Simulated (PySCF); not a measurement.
Molecule: (CH3CH2)2CFCH3 (CCC(C)(F)CC, C₆H₁₃F).

Geometry:
```csv
atom,x (Å),y (Å),z (Å)
C1,2.028,1.132,0.406
C2,1.337,-0.205,0.196
C3,0.223,-0.189,-0.849
C4,-0.334,-1.583,-1.073
F5,0.807,0.206,-2.058
C6,-0.872,0.839,-0.569
C7,-1.615,0.669,0.745
H8,2.382,1.535,-0.554
H9,1.359,1.878,0.860
H10,2.897,1.024,1.071
H11,0.925,-0.584,1.145
H12,2.075,-0.955,-0.136
H13,-0.787,-1.986,-0.156
H14,0.472,-2.263,-1.385
H15,-1.098,-1.567,-1.864
H16,-0.409,1.838,-0.616
H17,-1.578,0.797,-1.415
H18,-2.110,-0.311,0.817
H19,-2.397,1.436,0.849
H20,-0.945,0.768,1.613
```

Geometry PBE0-D3(BJ)/def2-SVP throughout; GIAO in PySCF 2.14.0 with density-fitted response routines, gas phase, one conformer, non-relativistic; equivalent atoms averaged; functional PBE0.

For orientation, def2-TZVP gives these shifts δ (against TMS, CFCl3 at the same level): C3 96.8, C2/C6 32.2, C4 26.9, C1/C7 9.6, F5 -165.1, H12/H16 1.67, H13/H14/H15 1.16, H11/H17 1.43, H8/H9/H10/H18/H19/H20 0.82 ppm.

A run gave: C3 91.1, C2/C6 30.3, C4 26.7, C1/C7 9.1, F5 -155.4, H12/H16 1.54, H13/H14/H15 1.12, H11/H17 1.28, H8/H9/H10/H18/H19/H20 0.77 ppm (shifts δ (against TMS, CFCl3 at the same level)).

Q: Which basis set was used in that run?
A. def2-SVP
B. 6-311+G(2d,p)
C. 6-31G*
D. pcSseg-1
E. STO-3G

A: A. F5 tells them apart best: def2-SVP gives -155.4, 6-311+G(2d,p) gives -169.0, pcSseg-1 gives -172.9, STO-3G gives -112.9, 6-31G* gives -170.0 ppm.
